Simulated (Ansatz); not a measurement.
CH5ClGeSe (`[CH3][GeH]([Cl])[SeH]`) at its PBE0-D4/def2-TZVP geometry, where that method's forces vanish. Total charge 0; spin multiplicity 1.

```xyz
9

C     0.1606   -0.9214    0.8280
Ge    0.5065    0.4749   -0.4719
Cl    0.5751   -0.4903   -2.4092
Se   -1.1446    2.1408   -0.4501
H     0.1380   -0.4930    1.8305
H    -0.8003   -1.3884    0.6122
H     0.9455   -1.6760    0.7667
H     1.8461    1.2047   -0.3030
H    -2.2269    1.1486   -0.4033
```

**Question.** What forces (eV/Å) does ωB97M-V/def2-TZVPP give on these atoms in the Gaussian-basis code of Ansatz? (Estimate.)

**Answer.** Computed: 
```
C1   0.003 -0.001  0.005
Ge2  0.065  0.084  0.052
Cl3 -0.013  0.005  0.004
Se4 -0.026 -0.131 -0.002
H5  -0.001 -0.042 -0.069
H6   0.067  0.031  0.017
H7  -0.065  0.055  0.012
H8  -0.108 -0.065 -0.013
H9   0.077  0.064 -0.005
```
